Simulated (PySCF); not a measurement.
Compound: CH5GaS.
Structure used (PBE0-D3(BJ)/def2-SVP), in Å, numbered top down from 1:
```xyz
8
CH5GaS angstrom
C     -1.379   -0.095   -0.140
S     -0.012   -1.244    0.238
Ga     1.758    0.045    0.186
H     -1.022    0.936   -0.272
H     -2.103   -0.121    0.685
H     -1.877   -0.423   -1.063
H      3.127   -0.652    0.465
H      1.518    1.563   -0.124
```

Computed with TDDFT B3LYP/def2-SVPD, vertical, gas phase, core orbitals frozen in the response (PySCF). The B3LYP/def2-SVPD calculation is non-relativistic and has no spin–orbit coupling, an omission that weighs most on gallium.

For one non-degenerate pair of states in vacuum, A = 0.6670 f ν̃² s⁻¹ with ν̃ in cm⁻¹, τ = 1/A, |μ|² = 3f / (2ΔE) in atomic units, and the integrated cross-section is ∫σ dE = 109.76 f Mb·eV.

Only emission to the ground state at the vertical energy is counted.

Energies and rates of the computed singlets with f of 0.002 or more:

```tsv
state	λ (nm)	A (s⁻¹)
S1	260.8	7.56×10⁷
S3	214.8	4.43×10⁶
S4	212.6	2.19×10⁷
S5	200.9	2.50×10⁷
S6	195.5	6.44×10⁷
S7	179.8	6.94×10⁷
S8	177.6	9.61×10⁷
S9	173.4	4.99×10⁸
S10	168.4	2.68×10⁸
```

Problem. Go back from the rates to the oscillator strengths and transition dipoles.

Solution. f = A / (0.6670 ν̃²), and |μ| follows from f:

```csv
state,f,|μ| (D),τ,"main configurations (H = HOMO, L = LUMO)"
S1,0.077,2.07,13 ns,H→L (96%)
S3,0.0031,0.37,230 ns,"H-2→L (83%), H→L+1 (13%)"
S4,0.015,0.82,46 ns,"H→L+1 (80%), H-2→L (16%)"
S5,0.015,0.80,40 ns,"H→L+2 (50%), H→L+3 (42%)"
S6,0.037,1.24,16 ns,"H→L+3 (53%), H→L+2 (44%)"
S7,0.034,1.13,14 ns,H→L+4 (96%)
S8,0.045,1.31,10 ns,"H-1→L+2 (49%), H-1→L+1 (41%)"
S9,0.225,2.88,2 ns,"H-1→L+3 (55%), H-1→L+1 (32%), H-1→L+2 (8%)"
S10,0.114,2.02,3.7 ns,"H-1→L+2 (39%), H-1→L+3 (38%), H-1→L+1 (17%)"
```

Problem. By what factor does the largest A in the list exceed the smallest?

Solution. S9 has 110 times the rate of S3.

Problem. Suppose S1 emitted 0.3 eV lower with the same transition dipole. How would A change?

Solution. At fixed |μ|, A goes as the cube of the energy: (4.45/4.75)³ = 0.82, which makes τ about 16 ns.

Problem. Which computed singlets stay under f = 0.002?

Solution. S2 (5.11 eV, f 0.0011).

All these states lie below the vertical ionisation energy of 9.30 eV (ΔSCF).

Hardware: Arm Neoverse V1, one thread, on a shared host. Cost: 26 s.

One conformer stands for the species.
